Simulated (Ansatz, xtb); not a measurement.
Relative energy of two isomers of BF3H5NSi

Structure X is `F[SiH2][NH2+][BH-](F)F`, a singlet and structure Y is `F[B-](F)(F)[NH2+][SiH3]`, a singlet. Both are isolated molecules in the gas phase, relaxed with PBE0-D4/def2-SVP; each stands in its lowest conformer found.

Problem. Estimate E(Y) − E(X) at the level CCSD(T)/def2-SVP + ΔMP2/def2-TZVPP.

Solution. Calculated at CCSD(T)/def2-SVP + ΔMP2/def2-TZVPP: E(Y) − E(X) = −11.0 kJ/mol, so structure Y lies lower.

The same difference at several levels:

```json
{"level": "PBE0-D4/def2-SVP", "geometry": "PBE0-D4/def2-SVP", "E(Y) − E(X) (kJ/mol)": "−37.3", "departure from the last row (kJ/mol)": "−26.3", "job, with rough time for the two": "optimisation, 2.7 min"}
{"level": "HF/def2-SVP", "geometry": "PBE0-D4/def2-SVP", "E(Y) − E(X) (kJ/mol)": "−47.2", "departure from the last row (kJ/mol)": "−36.2", "job, with rough time for the two": "part of the CCSD(T) run"}
{"level": "MP2/def2-SVP", "geometry": "PBE0-D4/def2-SVP", "E(Y) − E(X) (kJ/mol)": "−36.1", "departure from the last row (kJ/mol)": "−25.0", "job, with rough time for the two": "part of the CCSD(T) run"}
{"level": "CCSD(T)/def2-SVP", "geometry": "PBE0-D4/def2-SVP", "E(Y) − E(X) (kJ/mol)": "−39.4", "departure from the last row (kJ/mol)": "−28.4", "job, with rough time for the two": "single point"}
{"level": "CCSD(T)/def2-SVP + ΔMP2/def2-TZVPP", "geometry": "PBE0-D4/def2-SVP", "E(Y) − E(X) (kJ/mol)": "−11.0", "departure from the last row (kJ/mol)": "", "job, with rough time for the two": "single point, 44 s"}
```

As drawn, Y has 1 B–F, 1 Si–H in place of 1 F–Si, 1 B–H.

The levels shown agree on the order. The largest departure from CCSD(T)/def2-SVP + ΔMP2/def2-TZVPP is that of HF/def2-SVP, 36.2 kJ/mol. A small imaginary or near-zero mode remains, so no thermal terms are given. Levels run at GFN2-xTB geometries aren't shown. The last row adds to CCSD(T) the change of the MP2 difference between the two basis sets, here +28.4 kJ/mol, a large step that makes the value less sure.

The correlated steps freeze 10 core orbitals. Programs: Ansatz 0.2.0, xtb 6.7.1; the last row on 2 threads of Intel(R) Xeon(R) Platinum 8259CL CPU @ 2.50GHz (Skylake/Cascade Lake) on a shared host.
